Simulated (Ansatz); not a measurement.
`N[SiH]1CN1` + H₂O → `O[SiH]1CN1` + NH₃ at 600 K and 1 bar (formal hydrolysis of the Si–N bond).

Program: Ansatz. Geometries: PBE0-D4/def2-TZVP. ΔE: electronic, gas phase. CCSD(T)/CBS is the MP2 limit (def2-TZVPP, def2-QZVPP) plus CCSD(T) − MP2 in def2-TZVPP, frozen cores. This one scheme is used for every species. Each species was taken in one conformer, which may not be the lowest.

```
     species  CCSD(T)/CBS energy (Eh)  H − E (kJ/mol)  S (J/(mol·K))
`N[SiH]1CN1`               -440.14633           256.6          391.5
         H₂O                -76.37941            76.8          212.8
`O[SiH]1CN1`               -460.03264           221.6          373.2
         NH₃                -56.50880           112.4          219.5
```

H − E and S are ideal-gas, rigid-rotor, harmonic terms from PBE0-D4/def2-TZVP, for one conformer and one mirror image of each species. 1 Eh = 2625.50 kJ/mol, R = 8.31446 J/(mol·K).

Question: By hand: ΔE, ΔH, ΔS and ΔG.

Answer: ΔE = (-460.03264) + (-56.50880) − (-440.14633) − (-76.37941) = -0.01570 Eh = -41.2 kJ/mol. Δ(H − E) = 221.6 + 112.4 − 256.6 − 76.8 = 0.6, so ΔH = -40.6 kJ/mol. ΔS = 373.2 + 219.5 − 391.5 − 212.8 = -11.6 J/(mol·K). ΔG = -40.6 − 600 × (-11.6)/1000 = -33.6 kJ/mol.

Question: By hand: the equilibrium constant, and the temperature at which ΔG would vanish if ΔH and ΔS stayed fixed.

Answer: log₁₀ K = −ΔG/(RT ln 10) = 2.9. ΔG = 0 at ΔH/ΔS = 3500 K, far beyond where these terms or the molecules hold.

The number of gas molecules stays the same, so ΔS is small and ΔH decides. A doubt of 5 kJ/mol in ΔE shifts log₁₀ K by 0.4 here. Other conformers and mirror images would add mixing entropy, several J/(mol·K) or more a flexible species. These are equilibria of isolated gas molecules and say nothing of rates. Largest T1 diagnostic: 0.012 (customary marks: 0.02 for closed shells, 0.045 for open ones).
